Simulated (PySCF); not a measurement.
Vertical excitations of a molecule C9H7NS from TDDFT-ωB97X/def2-SVP in PySCF, as energy in eV (oscillator strength): 4.94 (0.453), 5.26 (0.000), 5.43 (0.006), 6.01 (0.018), 6.48 (0.060), 6.51 (0.099), 6.69 (0.097), 7.10 (0.152), 7.15 (0.082), 7.22 (0.061). Lowest triplet (TDA): 3.29 eV. Geometry: PBE0-D3(BJ)/def2-SVP. The values are those of a single conformer.

Which structure fits?
A) c1ccc(-c2cccs2)nc1
B) C=Cc1csc(C#N)c1C=C
C) c1cncc(-c2cccs2)c1
D) c1ccc(-c2cncs2)cc1

D, c1ccc(-c2cncs2)cc1
